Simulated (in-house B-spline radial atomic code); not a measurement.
Configurations of Ne³⁺, with energies counted from [He] 2s2 2p3. Computed with a B-spline radial code for spherical atoms: non-relativistic LC-wPBE, spin-polarised, spherical fractional occupations, exact exchange averaged over the configuration, point nucleus. Shells without spins written out take the highest spin.

| configuration | E - E(ref) (eV) | highest orbital | its <r> (bohr) |
| --- | --- | --- | --- |
| [He] 2s2 2p2 3s1 | 59.785 | 3s up | 2.197 |
| [He] 2s1 2p3 3s1 | 70.381 | 3s up | 2.191 |
| [He] 2s1 2p3 3p1 | 75.683 | 3p up | 2.308 |

Order these further configurations by energy, lowest first.
A. [He] 2s1 2p3 3d1
B. [He] 2s2 2p2 3d1
C. [He] 2s1 2p4

C (22.711 eV), B (71.556 eV), A (82.067 eV).
